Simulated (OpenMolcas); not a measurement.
Pd2+ among 8 point charges of -1 e arranged as a cube (Oh).

| Property | Result |
| --- | --- |
| Program | OpenMolcas |
| Method | CASSCF |
| Basis | ANO-RCC-VDZP [6s5p3d1f] |
| Scalar Hamiltonian | DKH2, point nucleus |
| Active space | 8 electrons in 5 orbitals (4d) |
| State averaging | 2S+1 = 3 even, 10 roots; 2S+1 = 1 even, 15 roots |
| Spin-orbit coupling | RASSI with atomic mean-field integrals over the reference wave functions |

All point charges move together. At R = 2.06 Å |10Dq| is 4014 cm-1, and at R = 2.14 Å it is 3398 cm-1.

A third run gives 5959 cm-1. What distance was it run at?

With a power law R^-n the two known points give n = -ln(3398 / 4014) / ln(2.14 / 2.06) = 4.37. Then R = 2.06 × (4014 / 5959)^(1/4.37) = 1.882 Å. The run was at 1.88 Å, so the estimate is off by +0.002 Å.

An orbital triplet at a regular site is open to Jahn-Teller coupling, which can distort the site and quench the lowest spin-orbit gaps and is left out. Without dynamic correlation the repulsion within the d shell is too large (B by tens of per cent), so at a given field states of lower spin stand too high. Real 4d8 and 5d8 ions are as a rule square planar and diamagnetic. This is an electrostatic model: the charges have no orbitals. No measured value stands beside these numbers.
